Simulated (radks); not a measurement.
Polarisability of the argon ion Ar3+, [Ne] 3s2 3p3, at imaginary frequency. Calculated with a radial shooting solver on a logarithmic mesh with Libxc functionals: non-relativistic Kohn-Sham, LDA (Slater exchange, Perdew-Wang correlation), spin-polarised, spherical densities, point nucleus; open shells are filled with parallel spins first. Response by self-consistent Sternheimer equations with the Hartree and adiabatic LDA kernel.

w (hartree)  alpha1(iw) (bohr^3)
0.00266                    3.590
0.0143                     3.589
0.0360                     3.584
0.0697                     3.570
0.118                      3.533
0.186                      3.453
0.280                      3.296
0.413                      3.019
0.605                      2.578
0.892                      1.972
1.35                       1.295
2.12                      0.7093
3.59                      0.3212
6.94                      0.1183
17.5                     0.02921

Static values: alpha1 = 3.590 bohr^3 (0.5320 angstrom^3; uncoupled 5.947). C6 = 9.720, triple-dipole C9 = 25.47 atomic units. One-pole (London) frequency 4 C6 / (3 alpha1^2) = 1.006 hartree, against 1.893 for minus the highest occupied eigenvalue. The dipole shielding factor is 0.833, as the force sum rule N/Z = 0.833 demands.
